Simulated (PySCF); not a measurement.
Cd(iPr)(SH), C3H8CdS, SMILES C[CH](C)[Cd][SH], PBE0/def2-SVP optimised geometry.

```
13

Cd     0.69    -0.64     0.00
C     -1.46    -0.63    -0.01
C     -2.02    -1.17    -1.33
C     -2.03     0.74     0.33
H     -1.72    -1.34     0.79
H     -3.12    -1.22    -1.29
H     -1.76    -0.53    -2.18
H     -1.66    -2.19    -1.56
H     -1.68     1.11     1.31
H     -3.14     0.70     0.38
H     -1.77     1.50    -0.42
S      3.05    -0.64     0.00
H      3.14    -1.50     1.04
```

Density from PBE0/def2-TZVP, def2 effective core potentials past Kr (PySCF) at that geometry. The core electrons that the potentials of Cd replace are not part of the density.

Minimum of the electron density along straight lines between bonded atoms, close to the bond critical point (lines longer than 1.1 times the sum of covalent radii, or with two minima, are not listed):

| bond | length / Å | ρ at the minimum / e bohr⁻³ | ∇²ρ there / e bohr⁻⁵ | position (fraction from the first atom) |
|---|---|---|---|---|
| Cd1–C2 | 2.143 | 0.101 | 0.16 | 0.52 |
| C2–C3 | 1.526 | 0.245 | -0.60 | 0.50 |
| C2–C4 | 1.525 | 0.245 | -0.60 | 0.50 |
| C2–H5 | 1.104 | 0.270 | -0.89 | 0.64 |
| C3–H6 | 1.107 | 0.268 | -0.88 | 0.64 |
| C3–H7 | 1.103 | 0.271 | -0.90 | 0.64 |
| C3–H8 | 1.101 | 0.271 | -0.91 | 0.64 |
| C4–H9 | 1.101 | 0.271 | -0.91 | 0.64 |
| C4–H10 | 1.107 | 0.268 | -0.88 | 0.64 |
| C4–H11 | 1.103 | 0.271 | -0.90 | 0.64 |
| Cd1–S12 | 2.369 | 0.084 | 0.16 | 0.48 |
| S12–H13 | 1.352 | 0.207 | -0.57 | 0.64 |
